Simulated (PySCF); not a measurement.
## How methods differ on the ionisation energy of Ba⁴⁹⁺

Ba⁴⁹⁺ [He] 2s2 2p3 [2p1/2^2 2p3/2^1, M_J = 3/2] → Ba⁵⁰⁺ [He] 2s2 2p2 [2p1/2^2, M_J = 0], as a difference of total energies. Computed with PySCF 2.14 in an uncontracted even-tempered set (17 s from 28 bohr⁻², ratio 2.4; 12 p from 37 bohr⁻², ratio 2.4; 5 d from 130 bohr⁻², ratio 2.6; 4 f from 190 bohr⁻², ratio 2.6), with the two-component X2C-1e Hamiltonian. Correlated levels: nothing frozen; the 26 highest virtual spinors dropped. "Screened" scales the spin-orbit matrix elements by Boettger's factors to mimic the two-electron term; Breit and QED terms are absent.

```tsv
method	ionisation energy (eV)
GHF (spin-free)	9244.8
GMP2 (spin-free)	9244.6
GHF (screened spin-orbit)	9084.7
GMP2 (screened spin-orbit)	9084.3
```

For this ion Breit and QED terms and the two-electron picture change, all absent here, outweigh the correlation shift from GHF to GMP2.

The spin-free rows relax to the high-spin LS determinant and lack the spin-orbit shift.

The labels give the starting determinants; with spin-orbit coupling the two ends relaxed to ⟨J²⟩ = 3.75, ⟨L²⟩ = 2.48, ⟨S²⟩ = 1.52 and ⟨J²⟩ = 0.00, ⟨L²⟩ = 1.33, ⟨S²⟩ = 1.33.

For comparison: 9077 ± 4 eV (theoretical estimate listed by NIST; NIST Atomic Spectra Database, ionization energies).
